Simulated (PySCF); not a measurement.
**Sn(2+) (tin, charge +2) across methods**

[Kr] 4d9 5s2 5p1, one real determinant (an excited configuration). All numbers are calculated (PySCF 2.14, a scalar-relativistic core potential, in aug-cc-pwCVDZ-PP with ECP28MDF).

| method | E (hartree) | mean ε 5s α (eV) | mean ε 5s β (eV) | mean ε 5p α (eV) | Σ⟨r²⟩ (bohr²) | ⟨S²⟩ |
| --- | --- | --- | --- | --- | --- | --- |
| PBE0 | -212.4864 | -30.551 | -29.104 | -21.731 | 36.09 | 2.003 |
| r2SCAN | -212.5503 | -29.608 | -28.317 | -20.937 | 35.99 | 2.005 |
| LC-wPBE | -212.5104 | -33.589 | -31.854 | -24.518 | 36.00 | 2.005 |
| TPSS | -212.4033 | -29.268 | -28.013 | -20.673 | 36.08 | 2.002 |
| UHF | -211.62030 | -33.519 | -30.725 | -24.522 | 36.53 | 2.010 |
| B97-3 | -212.5372 | -30.440 | -29.047 | -21.580 | 36.07 | 2.003 |
| B3LYP | -212.5569 | -30.350 | -29.166 | -21.436 | 36.13 | 2.002 |
| PBE | -212.4833 | -29.256 | -28.183 | -20.570 | 36.08 | 2.002 |
| LDA | -212.1275 | -29.609 | -28.655 | -20.635 | 36.04 | 2.001 |

⟨L²⟩ = 8.01 against 12 for a pure F term, so this real determinant mixes terms. Energies and moments cover only the electrons outside the core potential.
